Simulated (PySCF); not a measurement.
Os: excitation energy

Os [Xe] 4f14 5d6 6s2 (5D) → Os [Xe] 4f14 5d6 6s1 6p1 (high-spin determinant), as a difference of total energies. Calculation: PySCF 2.14, in def2-QZVPPD with the def2 core potential (60 electrons); a scalar-relativistic core potential. Correlated levels: valence: 5s2 5p6 frozen; valence and next inner shell: nothing frozen outside the core potential. The calculations carry no spin-orbit coupling.

```tsv
method	excitation energy (cm⁻¹)
UHF	12179
LDA	27984
PBE	25449
PBE0	23180
r2SCAN	22946
B97-3	28162
BP86	26137
HSE06	23533
CAM-B3LYP	26223
MP2 (valence)	22567
SCS-MP2 (valence)	25395
MP2 (valence and next inner shell)	24169
SCS-MP2 (valence and next inner shell)	26078
```

The determinant of the upper state mixes LS terms, which raises its energy above the lowest term, most at the Hartree-Fock and MP2 levels.
